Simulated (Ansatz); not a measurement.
Job for Ansatz (a program for electronic structure): R-CCSD(T)/aug-cc-pVDZ on H2 (SMILES [H][H]) with ghost functions.

Ansatz 0.2 input:
```yaml
crystal:
  periodic: [false, false, false]
  atoms:
    - {symbol: H, position_ang: [-0.21497935, -0.20729653, 2.54534587]}
    - {symbol: H, position_ang: [0.05452262, -0.44675102, 3.19861632]}
basis:
  gaussian:
    orbitals: aug-cc-pVDZ
    ghost_atoms:
      - {symbol: C, position_ang: [0.68555280, 0.34947682, -0.35468244]}
      - {symbol: O, position_ang: [-0.66137539, 0.20278017, 0.07652935]}
      - {symbol: H, position_ang: [1.37289390, -0.28147864, 0.21926857]}
      - {symbol: H, position_ang: [0.95632513, 1.39133564, -0.19042839]}
      - {symbol: H, position_ang: [0.80217985, 0.12518401, -1.42035025]}
      - {symbol: H, position_ang: [-0.93646698, -0.70741956, -0.07222238]}
magnetization: {spin_polarized: false}
correlation: {method: ccsd_t, electrons: outside_noble_gas}
scf: {lower_state_search: off}
```

It printed:

```
WARN ansatz: RAYON_NUM_THREADS=1 ignored (pool sized by the plan → 1); use --threads N
Functional definition: HF
these checks for a lower state are left out or cut short: stability, starts, cluster_reference, orbital_swaps, neighbouring_geometries, increment
integrals: 0.11 GiB planned
755 factors; integrals over basis functions are off by at most 1.1e-3 eV
mean field: 0.11 GiB planned
mean field evaluation 1: about -30.6247 eV, gradient 3.7e0 eV
mean field evaluation 2: about -30.6238 eV, gradient 3.7e0 eV
mean field evaluation 4: about -30.7178 eV, gradient 6.0e-2 eV
mean field evaluation 8: about -30.7178 eV, gradient 1.1e-7 eV
mean field -30.71781629 eV, -1.1288589272 hartree, gradient 1.7e-7 eV, S^2 0.000000; 0 other end points of the search recorded, 0 dependent functions left out
reference -30.71781629 eV, -1.1288589272 hartree; 1, 1 occupied and 99, 99 virtual orbitals, 755 factors
second order -0.74813607 eV of doubles, -0.00000000 eV of singles
coupled cluster: 0.35 GiB planned
cycle   1  -0.91357328 eV  change   -1.7e-1 eV  update   2.6e-2
cycle   2  -0.98020507 eV  change   -6.7e-2 eV  update   9.1e-3
cycle   3  -0.98131957 eV  change   -1.1e-3 eV  update   1.3e-3
cycle   4  -0.98137882 eV  change   -5.9e-5 eV  update   1.8e-4
cycle   5  -0.98135604 eV  change    2.3e-5 eV  update   4.6e-5
cycle   6  -0.98134727 eV  change    8.8e-6 eV  update   9.7e-6
cycle   7  -0.98134814 eV  change   -8.7e-7 eV  update   2.7e-6
cycle   8  -0.98134896 eV  change   -8.2e-7 eV  update   5.3e-7
perturbative correction 0.00000000 eV, 0.0000000000 hartree
Total energy: -31.69916524 eV, -1.1649228362 hartree
Checks for a lower state left out: stability, starts, cluster_reference, orbital_swaps, neighbouring_geometries, increment
```

The calculation finished and met its thresholds.

Cost: around 1.6 core-seconds (rough).
